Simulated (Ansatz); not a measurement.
The first iterations of a band of CH$_{7}$GaO (10 atoms, charge 0, multiplicity 1).

All numbers below come from RKS B3LYP-D4/def2-SVP (Ansatz).

| Item | Value |
| --- | --- |
| movable images | 2 |
| climbing image | no |
| spring | 5.0 eV/Å² |
| optimiser | quadratic models (default) |
| start path | through a guess of the saddle point |
| force threshold | 0.03 eV/Å |
| iteration limit | 60 |
| end points | relaxed |

Image 0:

```xyz
10
Properties=species:S:1:pos:R:3
Ga -0.041 0.165 0.167
H -0.209 0.517 1.708
H 1.343 0.463 -0.530
C -1.693 0.002 -0.943
H -2.515 -0.501 -0.404
H -2.059 1.007 -1.212
H -1.510 -0.537 -1.887
O 0.193 -2.013 0.508
H -0.637 -2.460 0.282
H 0.339 -2.192 1.449
```

Image 3:

```xyz
10
Properties=species:S:1:pos:R:3
Ga -0.245 -0.070 -0.670
H 1.234 -1.872 3.477
H 1.083 0.717 -0.916
C -1.960 0.049 -1.643
H -2.697 -0.681 -1.276
H -2.383 1.061 -1.528
H -1.799 -0.119 -2.720
O -0.101 -1.215 0.718
H -0.892 -1.736 0.910
H 0.971 -1.682 2.785
```

| iteration | highest image above the first end (eV) | largest band force component (eV/Å) |
| --- | --- | --- |
| 1 | 1.756 | 6.153 |
| 2 | 1.209 | 3.757 |
| 3 | 0.902 | 2.260 |
| 4 | 0.946 | 1.072 |
| 5 | 0.821 | 2.014 |
| 6 | 0.646 | 0.638 |

Q: Does the band converge within its limit, and where does its top end?

A: The forces met the threshold. It ended after 18 iterations with the highest image 0.094 eV above the first end. No image climbed, so the highest image needn't sit at the top of the path. A band with more images between the same ends climbed to 0.96 eV, so this one has probably stepped over the top. So few images can step over the top or miss a turn of the path. The orbitals stay closed-shell, which can raise the energy where a bond breaks towards radicals; this wasn't checked here.

The run took 88 s on 2 threads of Arm Neoverse V1, with other jobs on the host, peak memory 0.2 GiB.
